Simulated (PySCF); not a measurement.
Cu(OH)2 (CuH₂O₂), SMILES [OH][Cu][OH] (connectivity only; charge and spin as stated), neutral, multiplicity 2.

Coordinates come from a PBE0-D3(BJ)/def2-TZVP optimisation. The spin state was assumed, not searched. One conformer was computed; it need not be the lowest.

Calculation: PBE/def2-TZVPD (PySCF).

The molecule is in vacuum.

The total energy comes out as -1791.85735 hartree and the point group is C2v. The α spin, highest occupied and lowest empty level comes out as -6.81 and -1.49 eV. The β spin, highest occupied and lowest empty level is -6.61 and -5.71 eV, the dipole moment is 2.34 D and the quadrupole, principal values (traceless, Buckingham form, about the centre of nuclear charge) is -1.26, -1.13, 2.39 D·Å. The mean static polarisability is 45.9 bohr³ (6.80 Å³). The polarisability, principal values is 29.1, 31.2, 77.5 bohr³. The ⟨S²⟩ is 0.753 (pure state 0.75).
